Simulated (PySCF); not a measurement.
Bond length, frequency and bond energy of WCl⁻ by level of theory

State: ⁵Σ⁺ (quintet), unpaired electrons π ↑↑, δ ↑↑. Set-up: basis W def2-TZVPPD with ECP60, Cl def2-TZVPPD; scalar-relativistic core potentials; PySCF 2.14. De refers to W (5d4 6s2) + Cl⁻ in their high-spin ground configurations, without counterpoise correction. The functionals are run spin-unrestricted. A positive dipole points towards Cl; it is taken about the centre of mass and depends on that origin. Levels whose curve was spin-contaminated or gave no clean fit are not listed.

```tsv
Level	Re (Å)	ωe (cm⁻¹)	De (eV)	μ (D)	CPU s a point (SCF and correlation, without the integrals)
ROHF	2.501	247	n/a	-1.49	3.1
ROHF-MP2	2.342	307	n/a	n/a	5.9
ROHF-SCS-MP2	2.376	293	n/a	n/a	n/a
PBE	2.349	296	n/a	-0.64	3.1
TPSS	2.369	290	n/a	-0.38	3.7
B97-3	2.387	284	n/a	-0.82	4.2
M06	2.366	304	n/a	-1.40	5.7
CAM-B3LYP	2.387	286	n/a	-1.21	11
```

The bond length runs from 2.342 Å (ROHF-MP2) to 2.501 Å (ROHF).

Correlated steps freeze 5 core orbitals. De is left out where the level can put another filling of the metal’s s and d shells below the measured ground configuration, by anything from nothing to about 1 eV. Spin–orbit coupling is left out, which matters for elements this heavy, above all for dissociation energies. The highest Kohn–Sham level is positive in this anion. Much of that is self-interaction error, but it also means that the finite basis helps to hold the extra electron. UHF is strongly spin-contaminated for WCl⁻, so the ROHF reference used there is far from stable. With d or f electrons several states lie close, and the lowest PBE0 determinant need not be the measured ground state.

The whole job (state search and all levels along the bond) took about 11 min on 2 threads of Intel Xeon Platinum 8259CL @ 2.50GHz (shared host), peak memory 3.7 GiB.
